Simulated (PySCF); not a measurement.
Work out the structure from these simulated measurements.

Elements present: C and H. Monoisotopic mass: 118.0783 u.

* Triplet: lowest triplet excitation (Tamm–Dancoff): 1.99 eV [TDA PBE0/def2-SVPD]
* Dipole: 2.71 D [PBE0/def2-SVPD]
* 13C NMR: chemical shifts (computed TMS as zero) by class: 141.2 (1 C), 138.1 (1 C), 131.2 (1 C), 120.4 (1 C), 119.4 (1 C), 115.3 (1 C), 106.3 (1 C), 62.1 (1 C), 19.7 (1 C) ppm [GIAO KT3/pcSseg-1]
* 1H NMR: chemical shifts (computed TMS as zero) by class: 7.54 (1 H), 6.48 (1 H), 6.04 (1 H), 5.35 (1 H), 5.34 (1 H), 3.92 (1 H), 3.87 (1 H), 1.92 (3 H) ppm [GIAO KT3/pcSseg-1]
* UV, strongest line: among the 10 lowest singlet transitions: S2 at 4.95 eV (250 nm, f = 0.578) [TDDFT PBE0/def2-SVPD]
* Rotational structure: rotational constants A, B, C: 3.931, 0.751, 0.633 GHz [PBE0-D3(BJ)/def2-SVP]
* Polarisability: 130.0 au [PBE0/def2-SVPD]
* UV, first state: lowest singlet excitation: 3.10 eV (400 nm, f = 0.211) [TDDFT PBE0/def2-SVPD]
* Valence photoelectron: vertical ionisation energy: 7.30 eV [ΔSCF PBE0/def2-SVPD]

Electronic properties: PySCF, gas phase, density fitting. Levels stand in brackets. Geometry: PBE0-D3(BJ)/def2-SVP, one conformer, isolated molecule. NMR values are class means; diastereotopic atoms form classes of their own.

**Question.** Which formula fits the mass and the elements?

**Answer.** C9H10 (calculated 118.0783). No other formula that holds each of these elements comes within 0.0003 u with a fitting electron parity and a possible valence count.

**Question.** What is the compound? Reason from the data.

**Answer.** Numbering: `[CH2:1]=[C:2]([CH3:3])/[CH:4]=[CH:5]/[C:6]1=[CH:7][C:8]1=[CH2:9]`. Its formula, C9H10, gives 5 degrees of unsaturation: 1 ring and 4 π bonds in the structure found. 9 carbons fall into 9 classes; from least to most shielded: alkene CH carbon [C4] (141.2 ppm), fully substituted alkene carbon [C2] (138.1 ppm), fully substituted alkene carbon [C6] (131.2 ppm), alkene CH carbon [C7] (120.4 ppm), terminal =CH2 carbon [C1] (119.4 ppm), fully substituted alkene carbon [C8] (115.3 ppm), alkene CH carbon [C5] (106.3 ppm), terminal =CH2 carbon [C9] (62.1 ppm), allylic carbon [C3] (19.7 ppm). Hydrogen classes from least to most shielded: 1 H on an alkene CH carbon, C7 (7.54 ppm), 1 H on an alkene CH carbon, C4 (6.48 ppm), 1 H on an alkene CH carbon, C5 (6.04 ppm), 1 H on a terminal =CH2 carbon, C1 (5.35 ppm), 1 H on a terminal =CH2 carbon, C1 (5.34 ppm), 1 H on a terminal =CH2 carbon, C9 (3.92 ppm), 1 H on a terminal =CH2 carbon, C9 (3.87 ppm), 3 H on an allylic carbon, C3 (1.92 ppm). S1 is mainly HOMO→LUMO (weight 0.96); the largest Löwdin shares of the orbital it empties are 0.34 on a terminal =CH2 carbon, 0.20 on a fully substituted alkene carbon, 0.13 on an alkene CH carbon and 0.09 on a fully substituted alkene carbon, of the orbital it fills 0.18 on an alkene CH carbon, 0.18 on a terminal =CH2 carbon, 0.15 on an alkene CH carbon and 0.14 on an alkene CH carbon. The optimised geometry has point group Cs and is an asymmetric top. Structure: `C(/C1C(C=1)=C)=C\C(C)=C`. Computed isomers that give other values at the same levels: `C#CC#CCC(=C)CC` (rotational constant A: 3.001 GHz; this holds for the one conformer computed); `C=CC1=CC=CCC=C1` (lowest singlet excitation: 4.25 eV (292 nm, f = 0.276)); `C=CCc1ccccc1` (rotational constant A: 4.213 GHz; this holds for the one conformer computed). The assignments are read from this structure; whether some other isomer fits the data as well wasn't checked.

Conformer computed: `[CH2:1]=[C:2]([CH3:3])/[CH:4]=[CH:5]/[C:6]1=[CH:7][C:8]1=[CH2:9]`: C1–C2–C4–C5 180°, C4–C5–C6–C7 180°.
